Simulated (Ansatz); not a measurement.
**Question.** Name a neutral molecule of C, F, Sc and H with size of the dipole moment (PBE/def2-TZVPP) between 0.70 and 1.00 D and LUMO energy (B3LYP/def2-TZVPP) between -2.50 and -2.20 eV (Ansatz, PBE0-D4/def2-TZVP geometry).

**Answer.** `[CH3][Sc]([CH3])[F]` (0.84 D, -2.47 eV). Other molecules can fit too; these were computed, each in one conformer that needn't be the lowest.

B3LYP here is the variant with VWN-RPA as its local correlation; programs differ in this.
